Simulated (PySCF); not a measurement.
An unknown shows these calculated signals:

1H NMR (600 MHz, computed): δ 6.27 (m, 1H), 6.01 (m, 1H), 4.54 (m, 2H), 4.11 (m, 6H), 2.06 (s, 3H).

13C{1H} NMR (computed): δ 145.7 (C), 138.7 (CH2), 27.3 (CH3).

How the numbers were obtained: shieldings: GIAO PBE0/pcSseg-1, coordinates at the GFN2-xTB level, in PySCF 2.14.0 with density-fitted response routines (equivalent nuclei averaged, no solvent model, no relativistic terms, one conformer).

Chemical shifts δ = σref − σ; 1H (σ = 31.72 ppm) and 13C (σ = 186.93 ppm) vs TMS, all at this level.

Q: Which of these does the molecule contain: a non-aromatic C=C double bond, a Si–CH3 group, a Si–H bond, a carboxylic acid, a three-membered ring?

A: 
- A non-aromatic C=C double bond: yes.
- A Si–CH3 group: no.
- A Si–H bond: yes (δH 4.54 (m)).
- A carboxylic acid: no.
- A three-membered ring: no.

The data belong to `C=C(C)[SiH2]P([SiH3])[SiH3]`, C$_{3}$H$_{13}$PSi$_{3}$; they needn't prove each group on their own.

Carbon signals by region: 2 in the sp2 and nitrile region (100–160 ppm), 1 below 50 ppm.

Splittings by 31P in the carbon and heteronuclear signals aren't shown, as no couplings were computed. Shifts are as computed. Against solution values, carbons near 30 ppm lie about +3 ppm off and those near 130 ppm about +5 ppm. Of 1309 compounds with measured shifts, 239 miss one by over three times the rms of a fit or turn the order of signals round; such compounds aren't used in these exercises. Multiplicities follow the n + 1 count of equivalent neighbours, as no J values were calculated; m marks all less simple cases, F and P coupling included.
